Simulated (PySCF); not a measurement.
C2H6O2Si, SMILES CC(=O)O[SiH3].

Coordinates come from a PBE-D3(BJ)/def2-SVP optimisation.

Calculation: PBE-D3(BJ)/def2-SVP (PySCF 2.14.0).

Frequencies are harmonic and unscaled.

```json
[
 {"mode": "1", "ν (cm⁻¹)": "87", "IR (km/mol)": "1.4", "moving atoms (share of kinetic energy)": "H 89 %, O 10 %"},
 {"mode": "2", "ν (cm⁻¹)": "124", "IR (km/mol)": "2.4", "moving atoms (share of kinetic energy)": "O 40 %, H 31 %, C 19 %, Si 9 %"},
 {"mode": "3", "ν (cm⁻¹)": "141", "IR (km/mol)": "14.5", "moving atoms (share of kinetic energy)": "O 51 %, Si 28 %, H 11 %, C 10 %"},
 {"mode": "4", "ν (cm⁻¹)": "215", "IR (km/mol)": "0.0", "moving atoms (share of kinetic energy)": "H 87 %, O 13 %"},
 {"mode": "5", "ν (cm⁻¹)": "366", "IR (km/mol)": "5.4", "moving atoms (share of kinetic energy)": "C 30 %, H 28 %, O 22 %, Si 21 %"},
 {"mode": "6", "ν (cm⁻¹)": "564", "IR (km/mol)": "0.1", "moving atoms (share of kinetic energy)": "C 45 %, H 44 %, O 10 %"},
 {"mode": "7", "ν (cm⁻¹)": "577", "IR (km/mol)": "9.1", "moving atoms (share of kinetic energy)": "H 32 %, O 32 %, C 27 %, Si 9 %"},
 {"mode": "8", "ν (cm⁻¹)": "673", "IR (km/mol)": "28.0", "moving atoms (share of kinetic energy)": "H 65 %, C 14 %, Si 12 %, O 9 %"},
 {"mode": "9", "ν (cm⁻¹)": "682", "IR (km/mol)": "41.2", "moving atoms (share of kinetic energy)": "H 75 %, O 13 %, Si 9 %"},
 {"mode": "10", "ν (cm⁻¹)": "768", "IR (km/mol)": "44.3", "moving atoms (share of kinetic energy)": "O 66 %, H 15 %, Si 14 %"},
 {"mode": "11", "ν (cm⁻¹)": "903", "IR (km/mol)": "279.0", "moving atoms (share of kinetic energy)": "H 77 %, Si 10 %, O 10 %"},
 {"mode": "12", "ν (cm⁻¹)": "905", "IR (km/mol)": "113.7", "moving atoms (share of kinetic energy)": "H 95 %"},
 {"mode": "13", "ν (cm⁻¹)": "924", "IR (km/mol)": "61.8", "moving atoms (share of kinetic energy)": "H 96 %"},
 {"mode": "14", "ν (cm⁻¹)": "936", "IR (km/mol)": "29.5", "moving atoms (share of kinetic energy)": "O 52 %, C 24 %, H 24 %"},
 {"mode": "15", "ν (cm⁻¹)": "977", "IR (km/mol)": "20.2", "moving atoms (share of kinetic energy)": "H 59 %, C 24 %, O 17 %"},
 {"mode": "16", "ν (cm⁻¹)": "1010", "IR (km/mol)": "8.6", "moving atoms (share of kinetic energy)": "H 49 %, C 49 %"},
 {"mode": "17", "ν (cm⁻¹)": "1250", "IR (km/mol)": "218.3", "moving atoms (share of kinetic energy)": "C 52 %, H 35 %, O 13 %"},
 {"mode": "18", "ν (cm⁻¹)": "1334", "IR (km/mol)": "150.0", "moving atoms (share of kinetic energy)": "H 51 %, C 46 %"},
 {"mode": "19", "ν (cm⁻¹)": "1386", "IR (km/mol)": "13.8", "moving atoms (share of kinetic energy)": "H 96 %"},
 {"mode": "20", "ν (cm⁻¹)": "1394", "IR (km/mol)": "10.3", "moving atoms (share of kinetic energy)": "H 96 %"},
 {"mode": "21", "ν (cm⁻¹)": "1763", "IR (km/mol)": "186.2", "moving atoms (share of kinetic energy)": "C 64 %, O 35 %"},
 {"mode": "22", "ν (cm⁻¹)": "2195", "IR (km/mol)": "43.2", "moving atoms (share of kinetic energy)": "H 99 %"},
 {"mode": "23", "ν (cm⁻¹)": "2209", "IR (km/mol)": "107.5", "moving atoms (share of kinetic energy)": "H 96 %"},
 {"mode": "24", "ν (cm⁻¹)": "2213", "IR (km/mol)": "100.3", "moving atoms (share of kinetic energy)": "H 95 %"},
 {"mode": "25", "ν (cm⁻¹)": "2994", "IR (km/mol)": "0.5", "moving atoms (share of kinetic energy)": "H 97 %"},
 {"mode": "26", "ν (cm⁻¹)": "3078", "IR (km/mol)": "0.8", "moving atoms (share of kinetic energy)": "H 91 %, C 9 %"},
 {"mode": "27", "ν (cm⁻¹)": "3128", "IR (km/mol)": "2.0", "moving atoms (share of kinetic energy)": "H 90 %, C 10 %"}
]
```
